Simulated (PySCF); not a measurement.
## Assignment exercise: C$_{5}$H$_{7}$NO$_{2}$Si

Geometry (Å), atoms numbered from 1 in this order:
```xyz
16

C    -2.144    1.332   -0.340
Si   -1.871   -0.543   -0.341
C    -0.052   -0.911   -0.718
C     0.973   -0.548    0.057
C     0.756    0.169    1.263
N     0.450    0.715    2.223
O     2.269   -0.913   -0.309
C     3.318   -0.352    0.280
O     3.305    0.499    1.115
H    -1.835    1.784   -1.279
H    -3.193    1.569   -0.189
H    -1.580    1.806    0.459
H    -2.211   -1.141    0.951
H    -2.622   -1.187   -1.425
H     0.202   -1.464   -1.611
H     4.227   -0.807   -0.147
```

Gas phase, relativity neglected, one conformer, one averaged value for each set of equivalent atoms. Coordinates at the GFN2-xTB level; shielding tensors at PBE0/pcSseg-1 (GIAO); PySCF.

Scale: 13C, 1H vs TMS (reference shieldings calculated alike).

Question: Assign these signals to the numbered atoms. 13C{1H} NMR (computed): δ 159.9 (CH), 138.4 (C), 135.5 (CH), 117.8 (C), -8.6 (CH3).

Answer: 
```tsv
δ (ppm)	atoms	environment	reason
159.9	C8	ester carbonyl carbon	lone-pair donation from the attached heteroatom keeps it upfield of a ketone carbonyl
138.4	C4	alkene carbon bearing oxygen	an sp2 carbon further deshielded by the attached heteroatom
135.5	C3	β carbon of an enol-ether or enamine type C=C	–
117.8	C5	nitrile carbon	this is the usual window of a C≡N carbon, which has no attached hydrogen
-8.6	C1	methyl carbon bonded to Si	an electropositive neighbour leaves it electron-rich and shielded
```

Question: Assign these signals to the numbered atoms. 1H NMR (400 MHz, computed): δ 8.01 (s, 1H), 6.74 (t, 1H), 4.55 (m, 2H), 0.53 (t, 3H).

Answer: 
```tsv
δ (ppm)	atoms	environment	reason
8.01	H16	hydrogen on an ester carbonyl carbon	–
6.74	H15	hydrogen on a β carbon of an enol-ether or enamine type C=C	a vinylic proton, deshielded by the sp2 carbon and the C=C anisotropy
4.55	H13/H14	hydrogen on a silicon bonded to 2 C	–
0.53	H10/H11/H12	hydrogen on a methyl carbon bonded to Si	an electropositive neighbour shields it, as in TMS itself
```

Shifts are as computed. Against solution values, carbons near 30 ppm lie about +3 ppm off and those near 130 ppm about +5 ppm. Of 1309 compounds with measured shifts, 239 miss one by over three times the rms of a fit or turn the order of signals round; such compounds aren't used in these exercises. Multiplicities follow the n + 1 count of equivalent neighbours, as no J values were calculated; m marks all less simple cases, F and P coupling included.
